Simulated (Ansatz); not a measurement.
Al6Cu⁻. The state is a singlet with charge -1. Geometry PBE-D4/def2-SVPD, basis def2-TZVPD, Ansatz.

| atom | x (Å) | y (Å) | z (Å) |
| --- | --- | --- | --- |
| Cu1 | 0.624 | 1.551 | -1.016 |
| Al2 | -0.515 | -0.484 | -1.846 |
| Al3 | 0.556 | -1.493 | 1.523 |
| Al4 | -1.701 | -1.356 | 0.343 |
| Al5 | 0.775 | 1.134 | 1.421 |
| Al6 | -1.495 | 1.272 | 0.237 |
| Al7 | 1.755 | -0.624 | -0.662 |

```json
{"run": "A", "HOMO (eV)": "-1.06", "LUMO (eV)": "0.84"}
{"run": "B", "HOMO (eV)": "-1.41", "LUMO (eV)": "1.17"}
{"run": "C", "HOMO (eV)": "-0.79", "LUMO (eV)": "0.66"}
{"run": "D", "HOMO (eV)": "-0.89", "LUMO (eV)": "0.55"}
{"run": "E", "HOMO (eV)": "-0.94", "LUMO (eV)": "0.69"}
{"run": "F", "HOMO (eV)": "-2.13", "LUMO (eV)": "1.98"}
```

HSE06 is defined as in plane-wave codes, on full-range PBE exchange. No other spin state of charge -1 was run. Another isomer (singlet) lies 0.12 eV lower at PBE0-D4/def2-TZVPD; other spin states weren't run for this one.

The runs used CAM-B3LYP, HSE06, LDA (SPW92), PBE, PBE0, r2SCAN. Estimate which is which.

A HSE06 (range-separated); B PBE0 (25 % exact exchange); C PBE (0 % exact exchange); D LDA (SPW92) (0 % exact exchange); E r2SCAN (0 % exact exchange); F CAM-B3LYP (range-separated). Exact exchange lowers occupied and raises empty levels; among semilocal functionals meta-GGAs tend to open the gap a little, and such runs are hard to tell apart. The gap grows from 1.45 eV (LDA (SPW92)) to 4.11 eV (CAM-B3LYP). The restricted singlet is unstable towards broken spin symmetry in Hartree–Fock (as tested in another run); at HSE06-D4/def2-TZVPD, PBE0-D4/def2-TZVPD, PBE-D4/def2-TZVPD, LDA (SPW92)/def2-TZVPD and others this wasn't settled.
